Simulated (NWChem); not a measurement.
System: C3H3NOSi; SMILES C(#N)O[SiH2]C#C

The following NWChem deck was run.

```
start job
memory heap 200 mb stack 900 mb global 1100 mb
geometry units angstroms noautoz
  C      1.364370    -2.398877    -0.078120
  C      0.404974    -1.654077    -0.009509
  Si    -1.024526    -0.536691     0.106589
  O     -0.583174     1.002140    -0.511548
  C      0.324901     1.785117    -0.067106
  N      1.138504     2.522016     0.312776
  H      2.215621    -3.055496    -0.139456
  H     -1.443639    -0.356650     1.518745
  H     -2.129813    -0.951496    -0.784183
end
basis spherical
  * library def2-tzvp
end
dft
  xc becke88 lyp
  iterations 150
  semidirect filesize 400000000
  mulliken
end
task dft energy
```

The geometry was optimised at PBE0/def2-SVP.

### Question
Give the results of this calculation. (BLYP/def2-TZVP.) Quantities: energy (Ha); highest occupied level (eV); orbital gap (eV); dipole (D).

### Answer
| Item | Value |
|---|---|
| energy (Ha) | -535.59 |
| highest occupied level (eV) | -7.10 |
| orbital gap (eV) | 4.77 |
| dipole (D) | 4.91 |
